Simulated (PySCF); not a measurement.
HfI₃, neutral, multiplicity 2. Atoms are numbered in the order given.

```xyz
4

Hf     0.0000     0.0000     0.0000
I     -2.7066     0.0000     0.0000
I      1.3533     2.3440     0.0000
I      1.3533    -2.3440     0.0000
```
Charge 0, spin multiplicity 2.

Geometry: B3LYP-D3(BJ)/def2-SVP. The multiplicity is an assumed one; no other spin state was optimised. The isomer is the one that the SMILES or the coordinates give; other isomers of the formula were not compared. The def2 effective core potentials stand for the cores of Hf, I; spin–orbit coupling is left out.

Method: TDA-ωB97X/def2-SVPD (PySCF).

Vertical excitations; the highest root listed may be one member of a degenerate set. 

```tsv
state	energy (eV)	λ (nm)	f	main pairs
root 1	0.94	1316	0.000	α HOMO→LUMO (degenerate set)
root 2	0.94	1315	0.000	α HOMO→LUMO+1 (degenerate set)
root 3	1.75	709	0.001	α HOMO→LUMO+3 (degenerate set)
root 4	1.75	709	0.001	α HOMO→LUMO+2 (degenerate set)
root 5	3.83	324	0.000	β HOMO→LUMO 99 %
root 6	4.32	287	0.000	β HOMO−3→LUMO 98 %
root 7	4.32	287	0.000	β HOMO−2→LUMO 98 %
root 8	4.36	284	0.038	α HOMO→LUMO+4 72 %, β HOMO−1→LUMO 22 %
root 9	4.41	281	0.001	β HOMO−4→LUMO (degenerate set)
root 10	4.41	281	0.001	β HOMO−5→LUMO (degenerate set)
```
Unrestricted roots are not spin-pure.
